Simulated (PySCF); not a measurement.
C₅H₁₃As.
Numbering: `[CH3:1][AsH:2][C:3]([CH3:4])([CH3:5])[CH3:6]` (hydrogens: H7, H8, H9 on C1; H10 on As2; H11, H12, H13 on C4; H14, H15, H16 on C5; H17, H18, H19 on C6)

Geometry (PBE0-D3(BJ)/def2-SVP, Å), atoms numbered from 1 in this order:
```
atom  x, y, z in Å
C1     2.5125   -0.0256   -0.1421
As2    1.1325   -0.3965    1.2115
C3    -0.5403   -0.0981    0.1377
C4    -0.5337    1.2266   -0.6141
C5    -0.6693   -1.2651   -0.8394
C6    -1.6908   -0.1269    1.1420
H7     2.3393    0.9060   -0.6973
H8     3.4849    0.0392    0.3673
H9     2.5576   -0.8675   -0.8479
H10    1.1479    1.0058    1.8214
H11    0.2850    1.2836   -1.3472
H12   -1.4784    1.3507   -1.1735
H13   -0.4374    2.0826    0.0717
H14    0.1449   -1.2709   -1.5814
H15   -0.6625   -2.2359   -0.3190
H16   -1.6195   -1.1922   -1.3968
H17   -2.6572   -0.0217    0.6185
H18   -1.7174   -1.0735    1.7046
H19   -1.6178    0.6978    1.8689
```

The calculation used TDDFT CAM-B3LYP/def2-SVPD, vertical, gas phase, core orbitals frozen in the response in PySCF 2.14.0, density-fitted response routines. The CAM-B3LYP/def2-SVPD calculation is non-relativistic and has no spin–orbit coupling, an omission that weighs most on arsenic.

Transition dipole moments from the ground state, in atomic units and in the frame of the coordinates above (overall signs are arbitrary), for the states with f of 0.002 or more among the lowest 7:

| state | E (hartree) | μx | μy | μz |
| --- | --- | --- | --- | --- |
| S1 | 0.2246 | -0.219 | 0.436 | 0.201 |
| S2 | 0.2338 | 0.798 | 0.152 | 0.053 |
| S3 | 0.2517 | -0.429 | 0.368 | -0.851 |
| S4 | 0.2716 | 0.123 | 0.284 | -0.100 |
| S5 | 0.2776 | -0.043 | 0.229 | 0.251 |
| S6 | 0.2842 | 0.178 | 0.188 | -0.265 |
| S7 | 0.2923 | 0.016 | 0.081 | -0.434 |

Task: Work out the oscillator strengths.

Result: f = (2/3) ΔE |μ|² with ΔE in hartree (27.2114 eV).

```csv
state,|μ|² (au),|μ| (D),f
S1,0.279,1.34,0.042
S2,0.663,2.07,0.103
S3,1.045,2.60,0.175
S4,0.106,0.83,0.019
S5,0.117,0.87,0.022
S6,0.137,0.94,0.026
S7,0.195,1.12,0.038
```

Task: Which bond between heavy atoms lies closest to the direction of the S3 transition dipole?

Result: As2–C3, at 32° from it; next C3–C4 at 44°.

Task: What angle do the transition dipoles of S1 and S3 make?

Result: |cos θ| = |μa·μb| / (|μa| |μb|) = 0.16, so θ ≈ 81° (taken between 0 and 90°, since the signs are arbitrary).

Task: How is the summed strength of these states shared among x, y and z?

Result: (2/3) Σ ΔE μα² gives 0.147 for x, 0.087 for y and 0.191 for z, 0.425 in all.

The vertical ionisation energy (ΔSCF) is 8.68 eV, 0.72 eV above S7.

Without π bonds the low states may be Rydberg-like; a valence basis with one diffuse set may place them up to an eV too high.
